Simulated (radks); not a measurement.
Values are calculated unless marked as measured or tabulated.
Initial-state core-level shifts of neutral promethium when its valence configuration changes from [Xe] 4f5 6s2. Code: a radial shooting solver on a logarithmic mesh with Libxc functionals. Model: scalar-relativistic Kohn-Sham, r2SCAN, spin-polarised, spherical densities, finite nucleus; open shells are filled with parallel spins first (spin-orbit coupling, left out, can overturn this in heavy ions); meta-GGA in the generalised Kohn-Sham scheme; Fermi nuclear charge, rms radius 4.962 fm. Shifts are changes of the shell-averaged eigenvalues in eV (positive: less bound); the change of the density at the nucleus, which sets a Mossbauer isomer shift, is in e/bohr^3, on a base of 5.136e+05.

valence           1s       3p       3d       4p  density at nucleus
4f5.5 6s1.5   +3.273   +3.803   +3.779   +3.642              -21.55
4f5 5d1 6s1   +1.397   +1.359   +1.368   +1.418              -17.70
4f4 5d1 6s2   -6.553   -8.059   -7.982   -7.371              +30.23
4f5 6s1 6p1   -0.912   -0.913   -0.913   -0.908              -15.41
4f3 6s2 6p2  -20.986  -24.471  -24.325  -22.655              +91.29
4f4 6s1 6p2  -10.450  -11.981  -11.915  -11.302              +18.77
4f3 5d2 6s2  -13.927  -17.309  -17.138  -15.544              +64.47
4f5 6p2       -2.090   -2.057   -2.059   -2.065              -34.15
